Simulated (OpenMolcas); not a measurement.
What dynamic correlation does to the levels of Cu⁵⁺

```
Program             : OpenMolcas
Basis               : ANO-R1 [5s3p2d1f]
Scalar Hamiltonian  : X2C, finite nucleus
Active space        : 6 electrons in 5 orbitals (3d)
State averaging     : 2S+1 = 5 even, 5 roots; 2S+1 = 3 even, 45 roots (30 in the spin-orbit step); 2S+1 = 1 even, 50 roots (22 in the spin-orbit step)
Spin-orbit coupling : state interaction with AMFI integrals over the reference wave functions, term energies averaged over their components
```

Methods on the same reference wave functions:
A. CASSCF
B. SS-CASPT2, IPEA 0.25 Eh, imaginary shift 0.1 Eh (closed shells correlated: 3s 3p)

Energies in cm-1 above 3d6 5D4, the measured ground level; measured values from Sugar and Musgrove, J. Phys. Chem. Ref. Data 19, 527 (1990).

```
  Level      A      B  Measured
3d6 5D4    0.0    0.0       0.0
3d6 5D3   1229   1238      1196
3d6 5D2   2053   2050      1987
3d6 5D1   2566   2550      2490
3d6 5D0   2813   2800      2733
3d6 3H6  32844  32290     30418
3d6 3H5  33405  32810     31009
3d6 3H4  33768  33000     31288
3d6 3P2  35681  30170     29285
3d6 3F4  37451  34320     32756
3d6 3F3  38139  34810     33296
3d6 3F2  38821  35400     33740
3d6 3P1  39122  33620     32685
3d6 3P0  40847  35350     33868
3d6 3G5  41518  39740     37378
```

Deviations, from unrounded energies. A percentage is the sum of absolute deviations over the sum of measured energies, with the sign that they share, or ± where signs differ.

```tsv
Against measurement	Levels	A	B
mean absolute deviation (cm-1)	14	3300	1100
fine structure of the ground term (%)	4	+3.0	+2.8
other terms of the ground configuration (%)	10	+14.1	+4.8
```

B lies closest to measurement on these levels. The largest miss of B in the table is 3d6 3G5, by +2400 cm-1. The ranking rests on the paired levels alone, and a cruder setting can come out closer through cancelling errors.

From A to B the spin-free energies of the other terms of 3d6 shown, above 5D, scale by factors of 0.85 to 0.98.

The lowest spin-free term lies below A's lowest term by 0.241 hartree in B.

Term energies are means over components that CASPT2 splits; among the terms shown or strongly mixed into the levels shown the widest spread is 82 cm-1 (3d6 3F, B). Some high roots are left out of the spin-orbit mixing, which shifts the levels that they would mix with. The basis is small and was not contracted for so high a charge. Without dynamic correlation excited terms often stand tens of per cent too high (terms of higher spin than the ground term too low), and those without a measured partner can miss by more than the paired ones (holds for A). Some levels mix across a computed gap that differs much from the measured one, so their mixing is not that of the real levels (holds for A). Measured partners are found by configuration, term and J. A level has none where our copy of the source lacks it or the pairing is in doubt (some pairs that miss far off the trend of their configuration count as doubtful), and it then counts in no deviation. Only configurations of the active space appear. The table leaves out levels that lie high or whose names do not pair safely across all columns.
